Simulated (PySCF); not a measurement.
Frontier orbitals and the lowest excitations

Species: bis(5-chloropentyl)phosphine oxide, C₁₀H₂₁Cl₂OP.
SMILES with atom numbers: `[O:1]=[PH:2]([CH2:3][CH2:4][CH2:5][CH2:6][CH2:7][Cl:8])[CH2:9][CH2:10][CH2:11][CH2:12][CH2:13][Cl:14]` (hydrogens: H15 on P2; H16, H17 on C3; H18, H19 on C4; H20, H21 on C5; H22, H23 on C6; H24, H25 on C7; H26, H27 on C9; H28, H29 on C10; H30, H31 on C11; H32, H33 on C12; H34, H35 on C13)

Cartesian coordinates in Å at the PBE0-D3(BJ)/def2-SVP level; atoms count from 1:
```xyz
35
C10H21Cl2OP angstrom
O     -0.1455   -1.3312    2.0476
P      0.3438   -0.3094    1.0692
C      1.7478    0.6875    1.6587
C      2.3638    1.6452    0.6489
C      3.6063    2.3422    1.1858
C      4.2329    3.3038    0.1888
C      5.4599    4.0235    0.7069
Cl     5.0868    5.0771    2.1079
C     -0.9462    0.8547    0.5234
C     -2.1966    0.1081    0.0653
C     -3.3793    1.0126   -0.2627
C     -3.9693    1.7278    0.9440
C     -5.1457    2.6231    0.6197
Cl    -4.6811    3.9906   -0.4448
H      0.8396   -0.8305   -0.1719
H      1.3934    1.2182    2.5590
H      2.4881   -0.0502    2.0129
H      2.6211    1.0962   -0.2752
H      1.6230    2.4077    0.3516
H      3.3521    2.8953    2.1053
H      4.3520    1.5830    1.4833
H      4.5356    2.7550   -0.7216
H      3.4881    4.0520   -0.1325
H      6.2311    3.3148    1.0428
H      5.8988    4.6715   -0.0637
H     -0.5526    1.5134   -0.2693
H     -1.1630    1.4889    1.4002
H     -1.9480   -0.4911   -0.8273
H     -2.4726   -0.6172    0.8491
H     -4.1701    0.4036   -0.7342
H     -3.0823    1.7631   -1.0148
H     -4.3161    0.9826    1.6827
H     -3.2011    2.3336    1.4527
H     -5.9406    2.0733    0.0947
H     -5.5735    3.0683    1.5279
```

Method used: TDDFT B3LYP/def2-SVPD, vertical, gas phase, core orbitals frozen in the response in PySCF 2.14.0, density-fitted response routines.

Frontier orbitals with the atoms that hold most of them (Löwdin shares over 4%, at most four atoms; ? is withheld):

| orbital | ε (eV) | atoms |
| --- | --- | --- |
| LUMO+2 | 0.17 | Cl14 26%, C13 14%, Cl8 8%, H35 6% |
| LUMO+1 | 0.16 | Cl14 19%, Cl8 18%, C13 7%, C7 7% |
| LUMO | 0.07 | ? |
| HOMO | ? | O1 62%, P2 13%, C3 8%, C9 8% |
| HOMO-1 | -7.49 | ? |
| HOMO-2 | -8.20 | Cl14 72%, C13 12%, H35 5% |
| HOMO-3 | -8.29 | Cl8 73%, C7 12%, H25 4% |

Q: Give the leading atoms of the LUMO.

A: Cl8 (bonded to C) 23%; C7 (bonded to C, Cl and 2 H) 15%; C6 (bonded to 2 C and 2 H) 10%; H25 (bonded to C) 8%. By element: carbon 25% or more, chlorine 23% or more, hydrogen 8% or more.

Q: Which atoms hold the HOMO-1, and with what shares?

A: O1 (bonded to P) 66%; P2 (bonded to 2 C, O and H) 17%; H15 (bonded to P) 8%.

Q: What is the HOMO energy, and the HOMO–LUMO gap?

A: ε(HOMO) = -7.37 eV; the gap is 7.44 eV (0.2735 hartree).

Q: How does S1 compare with the orbital gap of 7.44 eV?

A: S1 is at 6.75 eV (f = 0.0032), 0.69 eV below the gap, made of HOMO→LUMO (36%), HOMO→LUMO+1 (36%), HOMO→LUMO+2 (16%). Without the coupling terms of the response equations the lowest excitation would equal the gap.

Next come S2 at 6.93 eV (f 0.013), HOMO-1→LUMO (40%), HOMO-1→LUMO+1 (31%), HOMO-1→LUMO+2 (14%); S3 at 6.98 eV (f 0.0051), HOMO→LUMO+3 (26%), HOMO→LUMO+7 (26%), HOMO→LUMO+2 (17%); S4 at 7.00 eV (f 0.021), HOMO→LUMO+4 (37%), HOMO→LUMO+2 (25%), HOMO→LUMO+7 (16%); S5 at 7.05 eV (f 0.0015), HOMO→LUMO (46%), HOMO→LUMO+1 (20%), HOMO→LUMO+3 (11%).

On one thread, AMD EPYC 9R45 (x86_64), shared host with 96 logical CPUs at a one-minute load of 43, this took 5.1 min of wall time and 3.2 GiB of memory at its peak.

One conformer stands for the species.
